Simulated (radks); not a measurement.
Values are calculated unless marked as measured or tabulated.
Species: Si3+. Configuration: [Ne] 3s1 (the NIST ground configuration).

Code: a radial shooting solver on a logarithmic mesh with Libxc functionals. Model: non-relativistic Kohn-Sham, Slater X-alpha with alpha = 0.862, spin-unpolarised, spherical densities, point nucleus.

Energy parts (hartree):
total: -290.37827
kinetic: 290.37827
electron-nucleus: -674.78837
Hartree: 117.30070
exchange: -23.26886

Orbitals (lengths in bohr, moments of r in powers of bohr; <r^-3> diverges for s and p1/2; r(90%) holds 90 % of the orbital's charge):
orbital  occ.  eigenvalue (hartree)      <r^4>  r(90%)  <r^-3>
1s          2             -67.63125  0.0007190   0.199       -
2s          2              -6.68048     0.2601   0.884       -
2p          6              -5.11904     0.2614   0.879   50.32
3s          1              -1.49614      21.43    2.67       -

The highest occupied level is 3s at -40.712 eV. The density falls to 0.001 e/bohr^3 at r = 2.99 bohr.
